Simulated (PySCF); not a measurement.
## Excitation energy of H by level of theory

H 1s1 (2S) → H 2p1 (2P), as a difference of total energies. Calculation: PySCF 2.14, in dyall-acv3z (10s3p2d, 29 functions); scalar relativity by spin-free X2C-1e. The calculations carry no spin-orbit coupling.

```
   method  excitation energy (eV)
      UHF                  10.803
      LDA                   9.984
      PBE                  10.267
     PBE0                  10.394
   r2SCAN                  10.442
  LC-wPBE                  10.700
  wB97X-V                  10.630
BHandHLYP                  10.523
  r2SCANh                  10.478
```

The promoted electron is Rydberg-like, and one or two diffuse shells describe it only roughly, which tends to raise the upper state.

For comparison: 10.199 eV (measured; NIST levels, between the centres of gravity of the two terms).
